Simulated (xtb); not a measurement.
Calculation: GFN2-xTB (xtb).

```
xtb start.xyz --ohess tight --gfn 2 --chrg 0 --uhf 0 --iterations 400

# start.xyz
4

In     0.026511     0.015096     0.271441
H      1.541245    -0.820861    -0.098073
H     -0.077593     1.715287    -0.092307
H     -1.490164    -0.909521    -0.081060
```

Output:

```
[...]
 * total energy  :    -2.6895620 Eh     change        0.3798900E-07 Eh
   gradient norm :     0.0002587 Eh/α   predicted    -0.2835231E-06 (-846.33%)
.............................. CYCLE    9 ..............................
 * total energy  :    -2.6895622 Eh     change       -0.2169745E-06 Eh
   gradient norm :     0.0000878 Eh/α   predicted    -0.1888237E-06 ( -12.97%)
   *** GEOMETRY OPTIMIZATION CONVERGED AFTER 9 ITERATIONS ***
  Final Singlepoint                |
           -------------------------------------------------

          ...................................................
          :                      SETUP                      :
          :.................................................:
          :  # basis functions                  13          :
          :  # atomic orbitals                  12          :
          :  # shells                            6          :
          :  # electrons                         6          :
          :  max. iterations                   400          :
          :  Hamiltonian                  GFN2-xTB          :
          :  restarted?                      false          :
          :  GBSA solvation                  false          :
          :  PC potential                    false          :
          :  electronic temp.          300.0000000     K    :
          :  accuracy                    1.0000000          :
          :  -> integral cutoff          0.2500000E+02      :
          :  -> integral neglect         0.1000000E-07      :
          :  -> SCF convergence          0.1000000E-05 Eh   :
          :  -> wf. convergence          0.1000000E-03 e    :
          :  Broyden damping             0.4000000          :
          :  net charge                          0          :
          :  unpaired electrons                  0          :
          ...................................................

 iter      E             dE          RMSdq      gap      omega  full diag
   1     -2.6992714 -0.269927E+01  0.270E-05    4.91       0.0  T
   2     -2.6992714 -0.639488E-13  0.177E-05    4.91    2817.0  T
   3     -2.6992714 -0.666134E-14  0.355E-06    4.91   14069.1  T

   *** convergence criteria satisfied after 3 iterations ***

         #    Occupation            Energy/Eh            Energy/eV
      -------------------------------------------------------------
         1        2.0000           -0.5672004             -15.4343
         2        2.0000           -0.4253361             -11.5740
         3        2.0000           -0.4252864             -11.5726 (HOMO)
         4                         -0.2447148              -6.6590 (LUMO)
         5                         -0.2060528              -5.6070
         6                         -0.1154283              -3.1410
         7                         -0.1153026              -3.1375
         8                         -0.0731143              -1.9895
       ...                                ...                  ...
        12                          0.6897353              18.7687
      -------------------------------------------------------------
                  HL-Gap            0.1805716 Eh            4.9136 eV
             Fermi-level           -0.3350006 Eh           -9.1158 eV


         :::::::::::::::::::::::::::::::::::::::::::::::::::::
         ::                     SUMMARY                     ::
         :::::::::::::::::::::::::::::::::::::::::::::::::::::
         :: total energy              -2.689562194079 Eh    ::
         :: gradient norm              0.000088500267 Eh/a0 ::
         :: HOMO-LUMO gap              4.913603491355 eV    ::
         ::.................................................::
         :: SCC energy                -2.699271373085 Eh    ::
         :: -> isotropic ES            0.008494702198 Eh    ::
         :: -> anisotropic ES          0.002717460523 Eh    ::
         :: -> anisotropic XC         -0.000034150580 Eh    ::
         :: -> dispersion             -0.000977026911 Eh    ::
         :: repulsion energy           0.009709179007 Eh    ::
         :: add. restraining           0.000000000000 Eh    ::
         :: total charge               0.000000000000 e     ::
         :::::::::::::::::::::::::::::::::::::::::::::::::::::

           -------------------------------------------------
          |                Numerical Hessian                |
           -------------------------------------------------
step length          :   0.00500
SCC accuracy         :   0.30000
Hessian scale factor :   1.00000
frozen atoms in %    :   0.00000    0
RMS gradient         :   0.00009
estimated CPU  time      0.00 min
estimated wall time      0.00 min

writing file <hessian>.

 projected vibrational frequencies (cm⁻¹)
eigval :       -0.00    -0.00    -0.00     0.00     0.00     0.00
eigval :      501.94   624.87   625.41  1423.72  1585.97  1586.82
           -------------------------------------------------
          |                Property Printout                |
           -------------------------------------------------

    * Orbital Energies and Occupations

         #    Occupation            Energy/Eh            Energy/eV
      -------------------------------------------------------------
         1        2.0000           -0.5672004             -15.4343
         2        2.0000           -0.4253361             -11.5740
         3        2.0000           -0.4252864             -11.5726 (HOMO)
         4                         -0.2447148              -6.6590 (LUMO)
         5                         -0.2060528              -5.6070
         6                         -0.1154283              -3.1410
         7                         -0.1153026              -3.1375
         8                         -0.0731143              -1.9895
         9                         -0.0731072              -1.9893
        10                          0.1880559               5.1173
        11                          0.6895985              18.7649
        12                          0.6897353              18.7687
      -------------------------------------------------------------
                  HL-Gap            0.1805716 Eh            4.9136 eV
             Fermi-level           -0.3350006 Eh           -9.1158 eV

     #   Z          covCN         q      C6AA      α(0)
     1  49 In       2.707     0.205   274.120    31.279
     2   1 H        0.902    -0.068     4.574     3.346
     3   1 H        0.902    -0.068     4.579     3.348
     4   1 H        0.902    -0.068     4.574     3.346

 Mol. C6AA /au·bohr⁶  :        524.971472
 Mol. C8AA /au·bohr⁸  :      49898.356682
 Mol. α(0) /au        :         41.318881

Wiberg/Mayer (AO) data.
largest (>0.10) Wiberg bond orders for each atom

 ---------------------------------------------------------------------------
     #   Z sym  total        # sym  WBO       # sym  WBO       # sym  WBO
 ---------------------------------------------------------------------------
     1  49 In   2.238 --     3 H    0.746     2 H    0.746     4 H    0.746
     2   1 H    0.995 --     1 In   0.746     4 H    0.125     3 H    0.125
     3   1 H    0.995 --     1 In   0.746     4 H    0.125     2 H    0.125
     4   1 H    0.995 --     1 In   0.746     2 H    0.125     3 H    0.125
 ---------------------------------------------------------------------------

Topologies differ in total number of bonds
Writing topology from bond orders to xtbtopo.mol

molecular dipole:
                 x           y           z       tot (Debye)
Molecule has the following symmetry elements: (C3) 3*(C2) (S3) 4*(sigma)
It seems to be the D3h point group
 q only:        0.000      -0.001      -0.000
   full:        0.000      -0.001      -0.000       0.003
molecular quadrupole (traceless):
                xx          xy          yy          xz          yz          zz
 q only:       -0.539       0.001      -0.540       0.014       0.009       1.079
  q+dip:       -0.198      -0.001      -0.202       0.005       0.003       0.400
   full:       -2.708       0.002      -2.708       0.073       0.044       5.415

           -------------------------------------------------
          |                Geometry Summary                 |
           -------------------------------------------------

      molecular mass/u    :      117.8419089
   center of mass at/Å    :        0.0000910      -0.0003179      -0.0000873
  moments of inertia/u·Å² :        0.4463622E+01   0.4468059E+01   0.8931681E+01
rotational constants/cm⁻¹ :        0.3776671E+01   0.3772921E+01   0.1887398E+01

 * 3 selected distances

     #   Z          #   Z                                           value/Å
     1  49 In       2   1 H                                       1.7187404
     1  49 In       3   1 H                                       1.7187764 (max)
     1  49 In       4   1 H                                       1.7184454 (min)

 * 1 distinct bonds (by element types)

   Z      Z             #   av. dist./Å        max./Å        min./Å
   1 H   49 In          3     1.7186541     1.7187764     1.7184454

           -------------------------------------------------
          |               Frequency Printout                |
           -------------------------------------------------
 projected vibrational frequencies (cm⁻¹)
eigval :       -0.00    -0.00    -0.00     0.00     0.00     0.00
eigval :      501.94   624.87   625.41  1423.72  1585.97  1586.82
 reduced masses (amu)
   1: 10.95   2: 72.00   3: 97.89   4:101.41   5: 52.56   6:  3.91   7:  3.93   8:  2.51
   9:  2.51  10:  1.01  11:  2.42  12:  2.42
 IR intensities (km·mol⁻¹)
   1:  0.00   2:  0.00   3:  0.00   4:  0.00   5:  0.00   6:  0.00   7:140.52   8:302.75
   9:302.90  10:  0.01  11:721.46  12:721.49
 Raman intensities (Ä⁴*amu⁻¹)
   1:  0.00   2:  0.00   3:  0.00   4:  0.00   5:  0.00   6:  0.00   7:  0.00   8:  0.00
   9:  0.00  10:  0.00  11:  0.00  12:  0.00
 output can be read by thermo (or use thermo option).
 writing <g98.out> molden fake output.
 recommended (thermochemical) frequency scaling factor: 1.0
           -------------------------------------------------
          |             Thermodynamic Functions             |
           -------------------------------------------------

d3h symmetry found (for desy threshold:  0.10E+00) used in thermo

          ...................................................
          :                      SETUP                      :
          :.................................................:
          :  # frequencies                           6      :
          :  # imaginary freq.                       0      :
          :  linear?                             false      :
          :  only rotor calc.                    false      :
          :  symmetry                              d3h      :
          :  rotational number                       6      :
          :  scaling factor                  1.0000000      :
          :  rotor cutoff                   50.0000000 cm⁻¹ :
          :  imag. cutoff                  -20.0000000 cm⁻¹ :
          :.................................................:

    mode    ω/cm⁻¹     T·S(HO)/kcal·mol⁻¹    T·S(FR)/kcal·mol⁻¹   T·S(vib)
   ------------------------------------------------------------------------
   ------------------------------------------------------------------------

   temp. (K)  partition function   enthalpy   heat capacity  entropy
                                   cal/mol     cal/K/mol   cal/K/mol   J/K/mol
 298.15  VIB   1.22                  332.299      3.412      1.503
         ROT   170.                  888.752      2.981     13.186
         INT   207.                 1221.051      6.393     14.689
         TR   0.124E+28             1481.254      4.968     40.189
         TOT                        2702.3048    11.3607    54.8781   229.6099

       T/K    H(0)-H(T)+PV         H(T)/Eh          T*S/Eh         G(T)/Eh
   ------------------------------------------------------------------------
    298.15    0.430640E-02    0.187699E-01    0.260743E-01   -0.730448E-02
   ------------------------------------------------------------------------

         :::::::::::::::::::::::::::::::::::::::::::::::::::::
         ::                  THERMODYNAMIC                  ::
         :::::::::::::::::::::::::::::::::::::::::::::::::::::
         :: total free energy          -2.696866670263 Eh   ::
         ::.................................................::
         :: total energy               -2.689562194079 Eh   ::
         :: zero point energy           0.014463469835 Eh   ::
         :: G(RRHO) w/o ZPVE           -0.021767946019 Eh   ::
         :: G(RRHO) contrib.           -0.007304476185 Eh   ::
         :::::::::::::::::::::::::::::::::::::::::::::::::::::

optimized geometry written to: xtbopt.xyz

           -------------------------------------------------
          | TOTAL ENERGY               -2.689562194079 Eh   |
          | TOTAL ENTHALPY             -2.670792327399 Eh   |
          | TOTAL FREE ENERGY          -2.696866670263 Eh   |
          | GRADIENT NORM               0.000088504421 Eh/α |
          | HOMO-LUMO GAP               4.913603401886 eV   |
           -------------------------------------------------

------------------------------------------------------------------------
```

Cost: about 0.09 core-seconds (a rough figure).
